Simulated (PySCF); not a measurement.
## Germanium: a sound run and one with changed settings

Sound run: Ge⁺ [Ar] 3d10 4s2 4p1, Ge²⁺ [Ar] 3d10 4s2. Computed with PySCF 2.14 in x2c-TZVPall (6s5p4d1f, 48 functions), with the spin-free X2C one-electron Hamiltonian (Gaussian nucleus). The sound run starts from symmetry-adapted Hartree-Fock orbitals and uses a fine grid where one is needed.

Changed run: radial step 0.3 in ln r (0.13 in the sound run). This setting is unsound on purpose.

```tsv
species	method	sound run (hartree)	changed run (hartree)	converged
Ge⁺	UHF	-2096.77574	-2096.77574	yes
Ge⁺	M06-L	-2098.35007	-2098.33368	yes
Ge⁺	M06-2X	-2098.49614	-2098.54197	yes
Ge²⁺	UHF	-2096.21719	-2096.21719	yes
Ge²⁺	M06-L	-2097.78389	-2097.77111	yes
Ge²⁺	M06-2X	-2097.92266	-2097.96858	yes
```

Ionisation energy of Ge⁺:

| method | sound run (eV) | changed run (eV) |
| --- | --- | --- |
| UHF | 15.199 | 15.199 |
| M06-L | 15.406 | 15.308 |
| M06-2X | 15.605 | 15.603 |

A coarse radial grid mis-integrates the density and the exchange-correlation energy, with errors of either sign; Hartree-Fock needs no grid.

For comparison, NIST gives 15.935 eV between the lowest levels.
